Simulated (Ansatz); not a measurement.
Diatomic BeH-, closed-shell singlet (lowest of 2S+1 = 1, 3 at CCSD(T)/def2-TZVPP on PBE0 minima; our sources give no spin for the ground state, which may be another).

The constants come from a fifth-degree fit in 1/R (seven points, main isotopes). In def2 and cc sets the state is the lowest found near the PBE0 minimum, followed along R. The singlet is held restricted. HF and MP2 rows in def2 and cc sets belong to the determinant that coupled cluster picked by its CCSD energy.

Correlated levels freeze the inner cores; with def2 sets outer-core shells near the valence are correlated too. CBS(a, b) extrapolates the correlation energy as X⁻³ and adds the Hartree–Fock energy of set b.

Codes used: Ansatz (an electronic-structure program) with Gaussian orbitals. Each number belongs to the level named beside it.

What bond length and harmonic frequency does wB97M-V/def2-TZVPP give?

r_e = 1.428 Å, ω_e = 1572 cm⁻¹.

What bond length and harmonic frequency does SCS-MP2/def2-QZVPP give?

r_e = 1.426 Å, ω_e = 1642 cm⁻¹.

What bond length and harmonic frequency does CCSD(T)/CBS(aug-cc-pVQZ, aug-cc-pV5Z) give?

r_e = 1.418 Å, ω_e = 1645 cm⁻¹.

Doubts at one or more of the structures used: a restricted determinant that unrestricted orbitals would lower (SCS-MP2/def2-QZVPP, CCSD(T)/CBS(aug-cc-pVQZ, aug-cc-pV5Z)).
